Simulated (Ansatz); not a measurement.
`C=NB(N)O` and `C=[N][Al]([NH2])[OH]` differ in one element.

Ansatz, PBE0-D4/def2-TZVP geometries, multiplicity 1. Each molecule was computed in one conformer, which needn't be the lowest.

| property | `C=NB(N)O` |
| --- | --- |
| HOMO energy (B3LYP/def2-TZVPP) / eV | -6.63 |
| HOMO energy (ωB97M-V/def2-TZVPP) / eV | -9.19 |
| LUMO energy (B3LYP/def2-TZVPP) / eV | -0.65 |
| LUMO energy (ωB97M-V/def2-TZVPP) / eV | 1.86 |
| size of the dipole moment (B3LYP/def2-TZVPP) / D | 2.61 |
| HOMO–LUMO gap (PBE/def2-TZVPP) / eV | 3.88 |

Problem. What does the change do to each property? (An estimate is asked.)

Solution. The calculation gave: 
| property | `C=[N][Al]([NH2])[OH]` | shift |
| --- | --- | --- |
| HOMO energy (B3LYP/def2-TZVPP) / eV | -6.09 | 0.54 |
| HOMO energy (ωB97M-V/def2-TZVPP) / eV | -8.60 | 0.59 |
| LUMO energy (B3LYP/def2-TZVPP) / eV | -0.94 | -0.29 |
| LUMO energy (ωB97M-V/def2-TZVPP) / eV | 1.53 | -0.33 |
| size of the dipole moment (B3LYP/def2-TZVPP) / D | 1.57 | -1.04 |
| HOMO–LUMO gap (PBE/def2-TZVPP) / eV | 3.12 | -0.76 |

With PBE0 the HOMO rises by 0.56 eV and the LUMO falls by 0.31 eV, so the gap narrows by about 0.87 eV. PBE moves the HOMO by 0.46 eV and ωB97M-V by 0.59 eV. Dipoles are sizes alone; their direction can turn.

B3LYP here is the variant with VWN-RPA as its local correlation; programs differ in this.
